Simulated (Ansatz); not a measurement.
Spin states of H4MoO5 (SMILES [O]=[Mo]([OH])([OH])([OH])[OH]), each relaxed at B3LYP-D3(BJ)/def2-TZVP; lowest solutions found, singlets restricted, no spin–orbit coupling, no relativity up to Kr.
Multiplicity 1 (charge 0, multiplicity 1):
```xyz
10

Mo     0.3270    -0.1165     0.3025
O      1.7720    -0.8157     0.8331
O     -1.2339     0.4980    -0.7175
H     -1.4098     0.3207    -1.6457
O      0.7303     1.6699     0.7164
H      0.0768     2.2860     0.3553
O      0.6888    -0.8544    -1.4359
H      1.5178    -1.3503    -1.4508
O     -0.8324    -0.9609     1.5143
H     -1.7632    -0.8123     1.2937
```
Multiplicity 3 (charge 0, multiplicity 3):
```xyz
10

Mo     0.55238     0.01702     0.48216
O      1.59593    -0.74259     1.55986
O     -1.44140     0.82006    -0.17357
H     -1.79040     0.32190    -0.92996
O      1.05129     1.82649     0.30529
H      0.51946     2.46173    -0.18880
O      0.52550    -0.98375    -1.15633
H      1.37196    -1.24729    -1.53582
O     -1.13337    -0.96425     1.02523
H     -1.37794    -1.64492     0.37735
```

Codes used: Ansatz (a program for electronic structure) with Gaussian orbitals.  In def2 rows elements past Kr take small-core potentials, without spin–orbit coupling.

The energy of multiplicity 3 less that of multiplicity 1 (kcal/mol) and the share of exact exchange:

| functional | exact exchange (%) | value |
|---|---|---|
| PBE/def2-TZVPP | 0 | 64.87 |
| PBE0/def2-TZVPP | 25 | 60.07 |
| BLYP/def2-TZVPP | 0 | 62.28 |
| B3LYP/def2-TZVPP | 20 | 59.60 |
| BHLYP/def2-TZVPP | 50 | 51.24 |
| r2SCAN/def2-TZVPP | 0 | 63.65 |
| r2SCANh/def2-TZVPP | 10 | 61.41 |

Question: Take the value as linear in the share of exact exchange along PBE and PBE0. Give the slope, say whether the sign turns, and set the other functionals against that line.

Answer: 
Slope: (60.07 − (64.87))/2.5 = -1.92 kcal/mol for each 10 %. The line keeps its sign from 0 to 100 %. At 50 % it gives 55.3 kcal/mol. The LYP pair gives (51.24 − (62.28))/5 = -2.21 for each 10 %. BHLYP, at 50 %, lies -4.0 from the PBE line. B3LYP, at 20 %, lies -1.4 from the PBE line. r2SCAN, with none, stands -1.2 from PBE. The r2SCAN pair gives -2.25 for 10 %.
